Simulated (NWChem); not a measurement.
Species: C2H9NSi; SMILES [SiH3]N(C)C

```xyz
13

C     -0.0469    -1.1507     1.2104
N      0.1266    -0.3883     0.0000
C     -0.0469    -1.1507    -1.2104
Si     0.0030     1.3434     0.0000
H      0.6418    -2.0163     1.2304
H     -1.0754    -1.5497     1.3317
H      0.1762    -0.5344     2.0949
H      0.6418    -2.0163    -1.2304
H      0.1762    -0.5344    -2.0949
H     -1.0754    -1.5497    -1.3317
H     -1.3964     1.8977     0.0000
H      0.6783     1.8553    -1.2312
H      0.6783     1.8553     1.2312
```
Atoms are numbered in this order, from 1.

All runs: NWChem. All runs use the structure optimised with PBE0/def2-SVP. Level: PBE0/def2-SVP with SMD (1 M gas to 1 M solution), gas-phase geometry. Reactions with the solvent are ignored.

**Question.** Predict the results for solvent water. Quantities: solvation free energy (kcal/mol); cavity-dispersion-structure term (kcal/mol); dipole in solution (D).

**Answer.** The solvation free energy (kcal/mol) comes out as 2.2. The cavity-dispersion-structure term (kcal/mol) is 3.6 and the dipole in solution (D) comes out as 1.24.
